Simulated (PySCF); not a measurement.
EPR parameters of C2H6FO2Si2

Species: C2H6FO2Si2 (doublet state).
Geometry (GFN2-xTB, Å), atoms numbered from 1 in this order:
```xyz
13
C2H6FO2Si2 angstrom
O     -1.8601   -1.3312    2.0297
Si    -1.3879   -1.1741    0.4928
O     -0.2136   -0.0408    0.5468
C      0.5984    0.4725   -0.4122
Si     1.7104    1.8020    0.2335
C      0.5225    0.0741   -1.6881
F      1.3532    0.6200   -2.6092
H     -1.8879   -0.5800    2.6167
H     -0.8752   -2.4868    0.1336
H     -2.4774   -0.6996   -0.3591
H      1.8184    1.8090    1.6798
H      2.8305    2.2099   -0.5868
H     -0.1359   -0.6747   -2.0954
```

The hyperfine couplings belong to this conformer and change with its torsions.

As a line formula: `C(/F)=C(\O[SiH2]O)[SiH2]` [radical].

The calculation used UKS B3LYP, pcH-1 on C F H O Si, non-relativistic, mean-field spin-orbit, GIAO (PySCF 2.14.0). One conformer (not necessarily the lowest) at the GFN2-xTB geometry, without solvent, vibrations or thermal averaging. The geometry wasn't refined by DFT: couplings that depend on bond lengths, twists or pyramidal angles can differ widely from those at the functional's own minimum, by a factor of two or more for some ions and for spin on atoms past the first row. No stability test was run, so a lower SCF solution isn't excluded.

```
g1, g2, g3                      : 2.00216, 2.00351, 2.00500
g_iso                           : 2.00356
Form of g                       : rhombic: the two nearest values differ by 48 % of g3 − g1
⟨S²⟩                            : 0.7607 (exact 0.7500)
α and β electrons               : 36, 35
HOMO–LUMO gap, α and β orbitals : 5.21, 4.28 eV
Total energy                    : -909.12361 Eh
```

Hyperfine couplings atom by atom, in MHz; T1 to T3 are the principal values of the dipolar part; ρ(0) is the spin density at the nucleus:

```
atom  isotope   a_iso  of which spin–orbit      T1     T2    T3  Mulliken spin population  ρ(0) (bohr⁻³)
  O1      17O     0.0                  0.0    -0.2    0.0   0.1                      0.00         0.0000
 Si2     29Si     0.3                  0.0    -0.3    0.0   0.2                      0.00        -0.0004
  O3      17O     1.6                  0.0    -2.7   -1.8   4.4                     -0.01        -0.0026
  C4      13C   -17.4                  0.0   -15.7    6.7   9.0                     -0.13        -0.0155
 Si5     29Si  -269.8                  1.1  -173.3   86.4  86.8                      0.96         0.3048
  C6      13C    24.3                  0.0   -22.0  -20.0  42.1                      0.23         0.0216
  F7      19F    31.3                  0.0   -56.6  -39.5  96.1                      0.01         0.0074
  H8       1H     0.0                  0.0    -0.5   -0.5   1.0                      0.00         0.0000
  H9       1H    -0.2                  0.0    -0.6   -0.5   1.1                      0.00         0.0000
 H10       1H     0.8                  0.0    -0.7   -0.5   1.2                      0.00         0.0002
 H11       1H   -12.4                  0.0   -11.3    2.9   8.4                     -0.03        -0.0028
 H12       1H   -12.4                  0.0   -10.5    2.5   8.0                     -0.02        -0.0028
 H13       1H   -17.7                  0.0   -10.3   -0.7  11.1                     -0.01        -0.0040
```

Largest spin populations (Mulliken): Si5 (+0.96), C6 (+0.23) and C4 (-0.13). The angles at Si5 add up to 351.8°, so it is slightly pyramidal.

Axes: g2 points within 14° of the O3–C4 bond and g3 points within 10° of the C6–H13 bond.

Under fast tumbling the dipolar parts average out, and these isotropic splittings remain: 1 × 19F (F7, I = 1/2, 2 lines) with 1.12 mT, 1 × 1H (H13, I = 1/2, 2 lines) with 0.63 mT and 2 × 1H (H11/H12, I = 1/2, 3 lines) with 0.44 mT.

Class means assume fast exchange of nuclei equivalent by connectivity; if that motion is slow, each nucleus keeps its own coupling.

The 13C coupling of C6 (24.3 MHz) shows only in satellite lines or after enrichment, since that isotope makes up about 1.07 % of natural carbon.

The 29Si coupling of Si5 (-269.8 MHz) shows only in satellite lines or after enrichment, since that isotope makes up about 4.7 % of natural silicon.

β density exceeds α density at some nuclei, such as C4 (-0.0155), H13 (-0.0040) and H11/H12 (-0.0028), spin density in bohr⁻³. In a single determinant that takes different orbitals for the two spins, that is spin polarisation.

Hardware: Intel Xeon at 2.50 GHz, one thread (shared host). Cost: 2.5 min of wall time (grids of density and orbitals included), 0.94 GiB resident at most.
